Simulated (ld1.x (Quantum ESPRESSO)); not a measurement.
# Ag (Z = 47): excitation energies, all-electron against TM

ld1.x (Quantum ESPRESSO) 7.5 input, shortened:

```
&input
   title='Ag', zed=47., rel=2, dft='PBE', iswitch=3,
   config='[Kr] 4d10 5s0 5p0', rel_dist='average'
 /
 &inputp
   pseudotype=2, tm=.true., lloc=0,
   nlcc=.true., new_core_ps=.true., rcore=1.50
 /
3
4P  2  1   6.00   0.00  1.70  1.70  0.0
4D  3  2  10.00   0.00  1.50  1.50  0.0
4S  1  0   2.00   0.00  1.25  1.25  0.0
 &test
   configts(1)='4s2 4p6 4d10 5s0 5p0'
 /
```

Open shells are filled in proportion to 2j + 1 (rel_dist='average').

Energies are relative to the spin-unpolarised reference configuration 4s2 4p6 4d10 5s0 5p0; without spin polarisation the order of configurations can differ from experiment.

| valence configuration | charge | ΔE all-electron (eV) | error AE − PS (meV) |
| --- | --- | --- | --- |
| 4s2 4p6 4d9 5s0 5p0 | +2 | 22.115 | +7.7 |
| 4s2 4p6 4d9 5s2 5p0 | 0 | -3.681 | +1208 |
| 4s1 4p6 4d10 5s1 5p0 | +1 | 94.272 | +849 |
| 4s2 4p6 4d10 5s0 5p1 | 0 | -3.897 | +127 |
| 4s2 4p6 4d9 5s1 5p0 | +1 | 5.395 | +767 |

**Question.** What are ΔE and the potential's error for 4s2 4p6 4d8 5s0 5p0?

**Answer.** ΔE = 58.306 eV all-electron; the error (AE − PS) is +44 meV.

**Question.** What are ΔE and the potential's error for 4s2 4p6 4d10 5s1 5p0?

**Answer.** ΔE = -7.759 eV all-electron; the error (AE − PS) is +477 meV.

Levels in the configuration 4s2 4p6 4d9 5s2 5p0:

| level | all-electron (eV) | pseudo (eV) |
| --- | --- | --- |
| 4s j=1/2 | -99.137 | -98.396 |
| 4p j=1/2 | -66.062 | -65.346 |
| 4p j=3/2 | -60.922 | -60.222 |
| 4d j=3/2 | -11.069 | -10.479 |
| 4d j=5/2 | -10.473 | -9.889 |
| 5s j=1/2 | -5.552 | -5.850 |
